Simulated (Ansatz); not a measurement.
The cluster Ti3Cl3. The state is a doublet with charge 0. Geometry PBE-D4/def2-SVP.

```xyz
6

Ti    0.104    0.117    0.260
Ti    1.932   -0.300    1.267
Ti   -1.742    0.229   -0.892
Cl    2.062    1.503   -0.337
Cl   -2.090   -0.133    1.431
Cl   -0.265   -1.416   -1.728
```

B3LYP takes the VWN-RPA correlation. At PBE-D4/def2-TZVP, revPBE-D4/def2-TZVP, B3LYP-D4/def2-TZVP, PBE0-D4/def2-SVP and others the charge 0 doublet is spin-contaminated (final ⟨S²⟩ up to 3.29, 0.75 for a pure state). No other spin state of charge 0 was run. The geometry of the doublet was relaxed on an unsound state (⟨S²⟩ 2.59, where a pure state has 0.75). Another isomer (doublet) lies 0.78 eV lower at PBE0-D4/def2-TZVP; other spin states weren't run for this one.

**Question.** Estimate the α-spin orbital energies around the gap (eV) in Ansatz with PBE-D4/def2-TZVP, revPBE-D4/def2-TZVP, B3LYP-D4/def2-TZVP, PBE0-D4/def2-SVP, PBE0-D4/def2-TZVP.

**Answer.** 
```
orbital  PBE-D4/def2-TZVP  revPBE-D4/def2-TZVP  B3LYP-D4/def2-TZVP  PBE0-D4/def2-SVP  PBE0-D4/def2-TZVP
 HOMO−5             -7.62                -7.55               -8.66             -8.69              -8.92
 HOMO−4             -4.99                -4.94               -5.76             -5.85              -6.10
 HOMO−3             -4.88                -4.82               -5.60             -5.68              -5.91
 HOMO−2             -4.72                -4.67               -5.50             -5.59              -5.81
 HOMO−1             -3.86                -3.81               -4.65             -4.79              -4.98
   HOMO             -3.43                -3.37               -4.41             -4.43              -4.69
   LUMO             -3.00                -2.87               -2.36             -1.75              -1.99
 LUMO+1             -2.75                -2.65               -2.01             -1.33              -1.62
 LUMO+2             -2.64                -2.53               -1.87             -1.22              -1.52
 LUMO+3             -2.57                -2.44               -1.69             -1.08              -1.41
 LUMO+4             -2.28                -2.16               -1.36             -0.73              -1.09
 LUMO+5             -2.04                -1.95               -1.21             -0.69              -0.92
 β HOMO             -3.81                -3.76               -4.91             -4.85              -5.09
 β LUMO             -2.99                -2.87               -2.46             -1.81              -2.00
```
